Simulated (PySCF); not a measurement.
C2H7Ge2P.
Cartesian coordinates in Å at the PBE0-D3(BJ)/def2-SVP level; atoms count from 1:
```
atom  x, y, z in Å
C1     2.046    1.770   -0.872
C2     1.783    0.607   -0.627
Ge3    1.278   -1.176   -0.194
P4    -0.537   -1.236    1.256
Ge5   -1.763    0.482    0.268
H6     2.282    2.797   -1.086
H7     0.892   -1.899   -1.494
H8     2.471   -1.877    0.474
H9     0.085   -0.391    2.226
H10   -3.115    0.558    1.000
H11   -1.054    1.843    0.345
H12   -2.008    0.101   -1.202
```

Method used: PySCF 2.14.0, PBE0-D3(BJ)/def2-SVP geometry optimisation, gas phase.

Take the most abundant isotopes and a rigid rotor. The values belong to one conformer with, in the numbering `[CH:1]#[C:2][GeH2:3][PH:4][GeH3:5]`, C2–Ge3–P4–Ge5 41°.

Q: What are A, B and C (MHz)?

A: Ia = 234.08, Ib = 555.81, Ic = 738.26 u·Å²; 505379 MHz·u·Å²/I gives A = 2159, B = 909.3, C = 684.6 MHz.

Q: Classify the top.

A: An asymmetric top: κ = (2 × 909.3 − 2159 − 684.6)/(2159 − 684.6) = -0.70.

Q: Is it planar, by Δ = Ic − Ia − Ib?

A: Not planar: Δ = Ic − Ia − Ib = -51.62 u·Å². For a rigid frame Δ = −2 Σ m c², so Σ m c² = 25.81 u·Å² lies off the ab plane: 10.36 from hydrogen and 15.45 from heavier atoms. The atom farthest from that plane is 1.86 Å away.

Q: Where do the levels up to J = 2 lie, in K?

A: Above 0(0,0), as E/k:
J = 1: 1(0,1) 0.076, 1(1,1) 0.136, 1(1,0) 0.147
J = 2: 2(0,2) 0.228, 2(1,2) 0.279, 2(1,1) 0.311, 2(2,1) 0.491, 2(2,0) 0.492

Q: Which types of transition are allowed, and where do some lines up to J = 5 fall?

A: The dipole components are |μa| = 0.00 D, |μb| = 1.01 D, |μc| = 0.32 D. Intensities carry the squares of the components, which stand as 0.00 : 1.00 : 0.10 (a : b : c). Some of the stronger lines:

| type | branch | J(Ka,Kc) | MHz | lower level (cm⁻¹) |
| --- | --- | --- | --- | --- |
| c | Q | 5(1,5) ← 5(0,5) | 360 | 0.769 |
| b | R | 3(1,2) ← 2(2,1) | 1351 | 0.341 |
| b | Q | 1(1,0) ← 1(0,1) | 1474 | 0.053 |
| b | Q | 2(1,1) ← 2(0,2) | 1727 | 0.159 |
| b | R | 2(0,2) ← 1(1,1) | 1910 | 0.095 |
| b | Q | 3(1,2) ← 3(0,3) | 2153 | 0.314 |
| b | Q | 4(1,3) ← 4(0,4) | 2795 | 0.519 |
| b | Q | 2(2,0) ← 2(1,1) | 3777 | 0.216 |
| b | Q | 4(3,1) ← 4(2,2) | 6523 | 0.726 |
| b | Q | 4(3,2) ← 4(2,3) | 6898 | 0.713 |
| b | Q | 5(3,3) ← 5(2,4) | 7034 | 0.976 |
| c | R | 3(2,2) ← 2(1,2) | 9205 | 0.194 |
| b | R | 3(2,1) ← 2(1,2) | 9340 | 0.194 |
| b | R | 5(2,4) ← 4(1,3) | 10929 | 0.612 |
| b | R | 4(2,2) ← 3(1,3) | 11521 | 0.341 |
| b | Q | 5(5,0) ← 5(4,1) | 12201 | 1.527 |
| b | R | 4(3,2) ← 3(2,1) | 13116 | 0.505 |
| c | R | 5(2,4) ← 4(1,4) | 13162 | 0.537 |
| b | R | 4(3,1) ← 3(2,2) | 13266 | 0.501 |
| b | R | 5(2,3) ← 4(1,4) | 14011 | 0.537 |
| b | R | 4(4,1) ← 3(3,0) | 15913 | 0.729 |
| c | R | 4(4,0) ← 3(3,0) | 15913 | 0.729 |
| b | R | 4(4,0) ← 3(3,1) | 15915 | 0.728 |
| c | R | 5(5,1) ← 4(4,1) | 20232 | 1.259 |

Q: Estimate the classical rotational partition function at 100 K, 200 K and 500 K.

A: Point group C1, symmetry number σ = 1; q = (√π/σ)·√((kT/h)³/(ABC)), k/h = 20836.6 MHz/K: 145000 at 100 K, 411000 at 200 K, 1630000 at 500 K.

No frequency check. These are rigid-rotor constants of the computed structure; measured ground-state constants (B0) also hold zero-point vibration. A rigid rotor knows nothing of internal rotation, which can split or shift real lines.

The run took 2.3 min wall on one thread, Arm Neoverse V1 (aarch64), shared host with 32 logical CPUs at a one-minute load of 11, and the process peaked at 0.63 GiB of memory. That covers the optimisation of the geometry.
